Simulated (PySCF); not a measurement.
## Radial density of P²⁺ (phosphorus, charge +2)

UHF, [Ne] 3s2 3p1, 2P determinant. Computed with PySCF 2.14 in x2c-TZVPall, with the spin-free X2C one-electron Hamiltonian (Gaussian nucleus).

```json
{"r (bohr)": "0.00186", "4πr²ρ (e/bohr)": "0.1032", "4πr²(ρα − ρβ)": "0.0000"}
{"r (bohr)": "0.00313", "4πr²ρ (e/bohr)": "0.2765", "4πr²(ρα − ρβ)": "0.0000"}
{"r (bohr)": "0.00526", "4πr²ρ (e/bohr)": "0.7086", "4πr²(ρα − ρβ)": "0.0000"}
{"r (bohr)": "0.00885", "4πr²ρ (e/bohr)": "1.758", "4πr²(ρα − ρβ)": "0.0001"}
{"r (bohr)": "0.0149", "4πr²ρ (e/bohr)": "4.066", "4πr²(ρα − ρβ)": "0.0002"}
{"r (bohr)": "0.0251", "4πr²ρ (e/bohr)": "8.371", "4πr²(ρα − ρβ)": "0.0006"}
{"r (bohr)": "0.0421", "4πr²ρ (e/bohr)": "14.08", "4πr²(ρα − ρβ)": "0.0024"}
{"r (bohr)": "0.0709", "4πr²ρ (e/bohr)": "17.13", "4πr²(ρα − ρβ)": "0.0104"}
{"r (bohr)": "0.119", "4πr²ρ (e/bohr)": "13.44", "4πr²(ρα − ρβ)": "0.0402"}
{"r (bohr)": "0.201", "4πr²ρ (e/bohr)": "11.03", "4πr²(ρα − ρβ)": "0.1037"}
{"r (bohr)": "0.337", "4πr²ρ (e/bohr)": "15.80", "4πr²(ρα − ρβ)": "0.1207"}
{"r (bohr)": "0.567", "4πr²ρ (e/bohr)": "11.02", "4πr²(ρα − ρβ)": "0.0027"}
{"r (bohr)": "0.954", "4πr²ρ (e/bohr)": "2.660", "4πr²(ρα − ρβ)": "0.1693"}
{"r (bohr)": "1.60", "4πr²ρ (e/bohr)": "2.005", "4πr²(ρα − ρβ)": "0.5910"}
{"r (bohr)": "2.70", "4πr²ρ (e/bohr)": "0.6162", "4πr²(ρα − ρβ)": "0.2623"}
{"r (bohr)": "4.54", "4πr²ρ (e/bohr)": "0.01829", "4πr²(ρα − ρβ)": "0.0101"}
{"r (bohr)": "7.64", "4πr²ρ (e/bohr)": "3.413e-05", "4πr²(ρα − ρβ)": "0.0000"}
```

Densities and radii are taken from the X2C orbitals without a picture-change correction, which distorts them close to the nucleus.
